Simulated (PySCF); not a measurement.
C4H5O3, doublet, at a GFN2-xTB geometry; CCSD(T)/STO-3G run with PySCF.

Input for PySCF:
```python
from pyscf import gto, scf, cc

mol = gto.M(
    atom='''
C    -2.201253   -0.341822    0.449035
C    -1.068578    0.217421   -0.424581
C    -0.305208    1.331240    0.202454
O     0.964106    0.909820    0.426026
C     1.112406   -0.337676   -0.091857
O     2.125883   -0.955143   -0.072528
O    -0.047092   -0.756489   -0.621578
H    -2.970623    0.414634    0.568856
H    -2.625984   -1.218877   -0.030351
H    -1.817473   -0.624827    1.425978
H    -1.479748    0.478698   -1.412489
H    -0.673539    2.149886    0.782335
''',
    basis='sto-3g',
    charge=0,
    spin=1,
    verbose=4,
)

mf = scf.UHF(mol)
mf.kernel()

mycc = cc.CCSD(mf)
mycc.kernel()
et = mycc.ccsd_t()
print('E(CCSD(T)) = %.10f' % (mycc.e_tot + et))
```

What the program printed (banner, timings and long lists left out):

```
PySCF version 2.14.0

[INPUT] verbose = 4
[INPUT] num. atoms = 12
[INPUT] num. electrons = 53
[INPUT] charge = 0
[INPUT] spin (= nelec alpha-beta = 2S) = 1
[INPUT] symmetry False subgroup None
[INPUT] Mole.unit = angstrom
[INPUT] Symbol           X                Y                Z      unit          X                Y                Z       unit  Magmom
[INPUT]  1 C     -2.201253000000  -0.341822000000   0.449035000000 AA   -4.159765300877  -0.645949963351   0.848553170344 Bohr   0.0
[INPUT]  2 C     -1.068578000000   0.217421000000  -0.424581000000 AA   -2.019319762735   0.410866143729  -0.802341807694 Bohr   0.0
[INPUT]  3 C     -0.305208000000   1.331240000000   0.202454000000 AA   -0.576759531026   2.515679006066   0.382582612823 Bohr   0.0
[INPUT]  4 O      0.964106000000   0.909820000000   0.426026000000 AA    1.821896295050   1.719310622652   0.805072461944 Bohr   0.0
[INPUT]  5 C      1.112406000000  -0.337676000000  -0.091857000000 AA    2.102142679323  -0.638115158839  -0.173584572624 Bohr   0.0
[INPUT]  6 O      2.125883000000  -0.955143000000  -0.072528000000 AA    4.017336642869  -1.804958679795  -0.137058056362 Bohr   0.0
[INPUT]  7 O     -0.047092000000  -0.756489000000  -0.621578000000 AA   -0.088990982658  -1.429557026246  -1.174612185055 Bohr   0.0
[INPUT]  8 H     -2.970623000000   0.414634000000   0.568856000000 AA   -5.613663889334   0.783544701933   1.074982044316 Bohr   0.0
[INPUT]  9 H     -2.625984000000  -1.218877000000  -0.030351000000 AA   -4.962390567490  -2.303343709531  -0.057355077607 Bohr   0.0
[INPUT] 10 H     -1.817473000000  -0.624827000000   1.425978000000 AA   -3.434526208792  -1.180751905234   2.694707879655 Bohr   0.0
[INPUT] 11 H     -1.479748000000   0.478698000000  -1.412489000000 AA   -2.796318453373   0.904608116377  -2.669217363961 Bohr   0.0
[INPUT] 12 H     -0.673539000000   2.149886000000   0.782335000000 AA   -1.272804244213   4.062695739037   1.478398887662 Bohr   0.0

nuclear repulsion = 310.794427606951
number of shells = 26
number of NR pGTOs = 120
number of NR cGTOs = 40
basis = sto-3g
ecp = {}

******** <class 'pyscf.scf.uhf.UHF'> ********
method = UHF
initial guess = minao
damping factor = 0
level_shift factor = 0
DIIS = <class 'pyscf.scf.diis.CDIIS'>
diis_start_cycle = 1
diis_space = 8
diis_damp = 0
SCF conv_tol = 1e-09
SCF conv_tol_grad = None
SCF max_cycles = 50
direct_scf = True
direct_scf_tol = 1e-13
number electrons alpha = 27  beta = 26
Set gradient conv threshold to 3.16228e-05
init E= -376.110538482796

cycle= 1 E= -373.803718908275  delta_E= 2.31  |g|= 0.577  |ddm|= 3.37
cycle= 2 E= -373.981467457254  delta_E= -0.178  |g|= 0.326  |ddm|= 1.07
cycle= 3 E= -374.036234600126  delta_E= -0.0548  |g|= 0.0548  |ddm|= 0.405
cycle= 4 E= -374.03987673046  delta_E= -0.00364  |g|= 0.027  |ddm|= 0.113
cycle= 5 E= -374.040836111641  delta_E= -0.000959  |g|= 0.00999  |ddm|= 0.0621
cycle= 6 E= -374.041043008139  delta_E= -0.000207  |g|= 0.00273  |ddm|= 0.0377
cycle= 7 E= -374.04106204774  delta_E= -1.9e-05  |g|= 0.00176  |ddm|= 0.00915
cycle= 8 E= -374.041073807841  delta_E= -1.18e-05  |g|= 0.00153  |ddm|= 0.00642
cycle= 9 E= -374.041085851198  delta_E= -1.2e-05  |g|= 0.00143  |ddm|= 0.007
cycle= 10 E= -374.041104751838  delta_E= -1.89e-05  |g|= 0.00131  |ddm|= 0.0118
cycle= 11 E= -374.041148427093  delta_E= -4.37e-05  |g|= 0.000965  |ddm|= 0.0334
cycle= 12 E= -374.041181801967  delta_E= -3.34e-05  |g|= 0.000515  |ddm|= 0.0482
cycle= 13 E= -374.041183555011  delta_E= -1.75e-06  |g|= 0.000344  |ddm|= 0.00699
cycle= 14 E= -374.041184386805  delta_E= -8.32e-07  |g|= 0.000115  |ddm|= 0.00785
cycle= 15 E= -374.041184415427  delta_E= -2.86e-08  |g|= 5.07e-05  |ddm|= 0.000556
cycle= 16 E= -374.041184426314  delta_E= -1.09e-08  |g|= 2.61e-05  |ddm|= 0.00107
cycle= 17 E= -374.041184427384  delta_E= -1.07e-09  |g|= 7.42e-06  |ddm|= 0.000233
cycle= 18 E= -374.04118442751  delta_E= -1.26e-10  |g|= 3.83e-06  |ddm|= 3.78e-05
Extra cycle  E= -374.041184427525  delta_E= -1.48e-11  |g|= 2.21e-06  |ddm|= 7.27e-06
converged SCF energy = -374.041184427525  <S^2> = 0.77759924  2S+1 = 2.0274114

******** <class 'pyscf.cc.uccsd.UCCSD'> ********
CC2 = 0
CCSD nocc = (np.int64(27), np.int64(26)), nmo = (40, 40)
max_cycle = 50
direct = 0
conv_tol = 1e-07
conv_tol_normt = 1e-06
diis_space = 6
diis_start_cycle = 0
diis_start_energy_diff = 1e+09
Init t2, MP2 energy = -0.323098345678217
Init E_corr(UCCSD) = -0.323098345683344
cycle = 1  E_corr(UCCSD) = -0.361518830535986  dE = -0.0384204849  norm(t1,t2) = 0.119009
cycle = 2  E_corr(UCCSD) = -0.38140443112275  dE = -0.0198856006  norm(t1,t2) = 0.041781
cycle = 3  E_corr(UCCSD) = -0.387507869087523  dE = -0.00610343796  norm(t1,t2) = 0.0229172
cycle = 4  E_corr(UCCSD) = -0.391689425394309  dE = -0.00418155631  norm(t1,t2) = 0.010179
cycle = 5  E_corr(UCCSD) = -0.391307320574329  dE = 0.00038210482  norm(t1,t2) = 0.00390377
cycle = 6  E_corr(UCCSD) = -0.391263156211105  dE = 4.41643632e-05  norm(t1,t2) = 0.00129253
cycle = 7  E_corr(UCCSD) = -0.391297981734467  dE = -3.48255234e-05  norm(t1,t2) = 0.000583427
cycle = 8  E_corr(UCCSD) = -0.39129565792481  dE = 2.32380966e-06  norm(t1,t2) = 0.000214134
cycle = 9  E_corr(UCCSD) = -0.391295788816984  dE = -1.30892174e-07  norm(t1,t2) = 0.000110369
cycle = 10  E_corr(UCCSD) = -0.391296246595503  dE = -4.57778519e-07  norm(t1,t2) = 5.78818e-05
cycle = 11  E_corr(UCCSD) = -0.391296375769639  dE = -1.29174136e-07  norm(t1,t2) = 2.53042e-05
cycle = 12  E_corr(UCCSD) = -0.391296180017874  dE = 1.95751765e-07  norm(t1,t2) = 1.42798e-05
cycle = 13  E_corr(UCCSD) = -0.391295670001069  dE = 5.10016804e-07  norm(t1,t2) = 7.95035e-06
cycle = 14  E_corr(UCCSD) = -0.391295485622357  dE = 1.84378712e-07  norm(t1,t2) = 3.63291e-06
cycle = 15  E_corr(UCCSD) = -0.391295482524847  dE = 3.09750969e-09  norm(t1,t2) = 1.772e-06
cycle = 16  E_corr(UCCSD) = -0.391295509244086  dE = -2.67192385e-08  norm(t1,t2) = 8.89083e-07
UCCSD converged
E(UCCSD) = -374.4324799367689  E_corr = -0.3912955092440858
UCCSD(T) correction = -0.0125180055486004
E(CCSD(T)) = -374.4449979423
```
